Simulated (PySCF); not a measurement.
**Relaxation of singlet NbH₆⁻**

These are results of PBE0/[Nb def2-TZVPD with ECP28, H def2-TZVPD], scalar-relativistic core potentials, density fitting, no spin–orbit coupling, PySCF, not measurements. A (50,194) grid was used.

A hand-made trigonal prismatic start, of D3h symmetry, held to at least that symmetry:

```xyz
7
charge -1 multiplicity 1, angstrom
Nb    0.0000    0.0000    0.0000
H     1.3509    0.0000    1.1743
H    -0.6755    1.1699    1.1743
H    -0.6754   -1.1699    1.1743
H     1.3509    0.0000   -1.1743
H    -0.6755    1.1699   -1.1743
H    -0.6754   -1.1699   -1.1743
```

Task: What forces act on the atoms at the start (eV/Å)?

Result: 
```
atom     Fx     Fy     Fz
 Nb1   0.00   0.00   0.00
  H2   0.39   0.00  -0.02
  H3  -0.20   0.34  -0.02
  H4  -0.20  -0.34  -0.02
  H5   0.39   0.00   0.02
  H6  -0.20   0.34   0.02
  H7  -0.20  -0.34   0.02
```

Task: What does it relax to?

Result: It ends at D3h with Nb–H 1.812 Å (×6); H–Nb–H 74.8° (×3), H–Nb–H 86.9° (×6), H–Nb–H 133.2° (×6). A frequency run shows 3 imaginary modes, down to 652i cm⁻¹, so it is a higher-order saddle point. Other isomers or separated fragments may lie lower.

Task: How much energy is released, and in how many steps?

Result: 10.6 kJ/mol in 5 steps.

The relaxation took 9.8 s on 2 threads of a shared Arm Neoverse V2 host, with 94 basis functions and 6 gradients.
